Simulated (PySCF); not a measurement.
All values below come from TPSSh-D3(BJ)/def2-TZVP // B3LYP-D3(BJ)/def2-TZVP (PySCF). Gas-phase values, no solvent. One relaxed conformer stands for a flexible species; it need not be the lowest. Excitations are Tamm–Dancoff values on a coarser integration grid. The basis has no diffuse functions, so Rydberg states are missing or too high.

Reference species (SMILES): `C[C](=O)[GeH3]` (neutral, multiplicity 1).

```
Item                      Value
----------------------  -------
S1 oscillator strength    0.003
S1 excitation (TDA)     3.76 eV
HOMO–LUMO gap           4.53 eV
T1 excitation (TDA)     3.05 eV
```

After one change: the S1 oscillator strength hardly moves; the S1 excitation (TDA) goes up by 1.16 eV; the HOMO–LUMO gap rises by 1.13 eV; the T1 excitation (TDA) rises by 1.33 eV.

Question: What was changed between the two runs? The new species is one of these.
A) `CC(=O)O[SiH3]` (O–C–O–Si torsion 0°)
B) `CC(=O)[SiH3]`
C) `BC(C)=O`
D) `CSC(C)=O` (C–S–C–O torsion 0°)

Answer: D, `CSC(C)=O` (C–S–C–O torsion 0°)
